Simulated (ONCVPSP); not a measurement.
# Which change was made? (Re, ONCV)

```json
{
 "Element": "rhenium",
 "Generator": "ONCVPSP 4.0.1",
 "Type": "optimised norm-conserving Vanderbilt (ONCV)",
 "Functional": "PBE",
 "Relativity": "scalar-relativistic",
 "Frozen core": "[Kr] 4d10 4f14",
 "Valence charge": "15",
 "Reference configuration": "5s2 5p6 5d6 6s1",
 "Partial waves": "5s+6s: rc 1.90 bohr, ncon 3, nbas 8, qcut 7.1 1/bohr, 3 projectors, debl 3 Ha; 5p: rc 1.25 bohr, ncon 4, nbas 8, qcut 5.6 1/bohr, 3 projectors, debl 3.7 Ha; 5d: rc 2.40 bohr, ncon 3, nbas 7, qcut 7.8 1/bohr, 3 projectors, debl 2.1 Ha",
 "Local potential": "polynomial inside 1.00 bohr (lpopt 5, dvloc0 1 Ha)",
 "Core correction": "polynomial model core, fcfact 0.25"
}
```

Cutoffs, loose and tight: the cutoffs (Ha) at which the residual kinetic energy of the hardest occupied pseudo-wave falls to 1 and 0.1 mHa per electron. They do not see the model core or the augmentation charge, which bear on the density cutoff. Test errors are all-electron minus pseudo excitation energies from the reference, over the configurations 5s2 5p6 5d5 6s2; 5s2 5p6 5d5 6s1; 5s2 5p6 5d5 6s0; 5s2 5p6 5d4 6s2 6p1; variants that change the core or the reference have their own tests.

The base gives: outcome: generated; cutoff, loose: 116 Ha; cutoff, tight: 137 Ha; bound ghosts: none; GHOST(+) flags above zero: s, p; largest test error (meV): -11.

(1) After one change the result is: outcome: generated; cutoff, loose: 116 Ha; cutoff, tight: 137 Ha; bound ghosts: none; GHOST(+) flags above zero: s, p; largest test error (meV): -18. Which change was it?
A. core correction Teter function, parameters optimised by the program
B. p: rc 1.68
C. reference 5s2 5p6 5d5 6s1.75

## Answers

(1) C. The others give: p: rc 1.68 → outcome: generated; cutoff, loose: 15 Ha; cutoff, tight: 20 Ha; bound ghosts: none; GHOST(+) flags above zero: s, p; largest test error (meV): -12 | core correction Teter function, parameters optimised by the program → outcome: generated; cutoff, loose: 116 Ha; cutoff, tight: 137 Ha; bound ghosts: none; GHOST(+) flags above zero: s, p; largest test error (meV): -3.9.
